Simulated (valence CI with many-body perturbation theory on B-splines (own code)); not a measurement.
## Questions on Sr XVIII

Method: configuration interaction combined with many-body perturbation theory (CI+MBPT): three valence electrons over a frozen Dirac-Fock core [Ar], a basis of 7 s, 7 p, 8 d, 6 f, 4 g, 1 h functions for each j, with the one-electron correlation potential Σ1, the two-electron term Σ2, the three-electron term Σ3, Breit, model QED; selected CI, second order for the rest, scaled by the run's own slope (own B-spline code, finite nucleus).

No measured levels were compared; by estimate terms of the open shell hold to 2 to 4 % of their energy, and close levels can change places. Only levels of the ground parity were solved; by the run's estimate the other parity begins above the list, which can be wrong where configurations are misplaced.

Names give the largest LS component (configuration and term), which can be under half, so a name can repeat, a term be missing and a line seem to break the LS rules; names also repeat where a configuration has a term twice.

Rates and lifetimes use the calculated energies. Strong lines usually hold to 10 to 20 %, long lifetimes can be off by a factor of two.

Q: What is the ground level?

A: 3d3 4F_3/2, composition 95 % 3d3 4F + 5 % 3d3 2D, g = 0.420.

Q: How is the term 4F of the ground level split?

A: J = 3/2 at 0.000, J = 5/2 at 1.064, J = 7/2 at 2.194, J = 9/2 at 3.270 eV.

Q: How well does LS coupling describe the low levels?

A: Among the lowest 19 levels the leading LS term, summed over configurations, holds 85 % on average. For single configurations the figures are 85 % in LS and 70 % in jj coupling. Terms mix most in the J = 9/2 level at 7.758 eV, where the leading one holds 51 %.

Q: What is the ionisation energy?

A: 665.85 eV; NIST lists 665 ± 3 eV (theoretical).
